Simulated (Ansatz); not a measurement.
Basis-set extrapolation for FH₆PSi₂, SMILES `F[SiH2]P[SiH3]` (PBE0-D4/def2-TZVP geometry, frozen core, Ansatz). Multiplicity 1, RHF reference.

```tsv
	def2-TZVPP	def2-QZVPP
HF	-1021.687168	-1021.720149
MP2 correlation	-0.658125	-0.714175
CCSD(T) correlation	-0.739001	not run
```

Energies in hartree. Use E(X) = E(∞) + A·exp(−7.88·√X) for Hartree–Fock and E(X) = E(∞) + B·X^(−2.97) for correlation, with X = 3 and 4, and add CCSD(T) minus MP2 of the smaller set to the MP2 limit.

Task: What is the CCSD(T) energy at the basis-set limit?

Result: HF limit: -1021.720149 + (-0.032981) × 0.13774 = -1021.72469. MP2 limit: -0.714175 + (-0.056050) × 0.74074 = -0.75569. Higher-order term: -0.739001 − (-0.658125) = -0.08088. Total: -1022.56126 hartree, 354.7 kJ/mol below CCSD(T)/def2-TZVPP.
